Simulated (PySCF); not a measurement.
The scaffold HS-X carries different groups X. All species are isolated molecules in the gas phase. One relaxed conformer stands for each flexible species; it need not be the lowest. Strings in code marks are SMILES.

All values below come from PBE-D3(BJ)/def2-TZVP // B3LYP-D3(BJ)/def2-TZVP (PySCF). Delta-SCF ions had no search for a lower state. 

```json
[
 {"species": "X = hydroxy (`SO` (H–O–S–H torsion 91°))", "vertical ionisation energy (Delta-SCF) (eV)": "9.74", "HOMO (eV)": "-5.75"},
 {"species": "X = boryl (`BS`)", "vertical ionisation energy (Delta-SCF) (eV)": "11.01", "HOMO (eV)": "-7.32"},
 {"species": "X = borono (`OB(S)O`)", "vertical ionisation energy (Delta-SCF) (eV)": "–", "HOMO (eV)": "-6.30"},
 {"species": "X = germyl (`[SH][GeH3]`)", "vertical ionisation energy (Delta-SCF) (eV)": "9.47", "HOMO (eV)": "-6.06"},
 {"species": "X = acetoxy", "vertical ionisation energy (Delta-SCF) (eV)": "9.26", "HOMO (eV)": "-5.80"},
 {"species": "X = trichlorosilyl (`S[Si](Cl)(Cl)Cl`)", "vertical ionisation energy (Delta-SCF) (eV)": "9.92", "HOMO (eV)": "-6.92"},
 {"species": "X = methylamino (`CNS` (C–N–S–H torsion 61°))", "vertical ionisation energy (Delta-SCF) (eV)": "9.04", "HOMO (eV)": "-5.61"},
 {"species": "X = thioformyl (`S=CS` (S–C–S–H torsion 180°))", "vertical ionisation energy (Delta-SCF) (eV)": "8.85", "HOMO (eV)": "-5.51"}
]
```
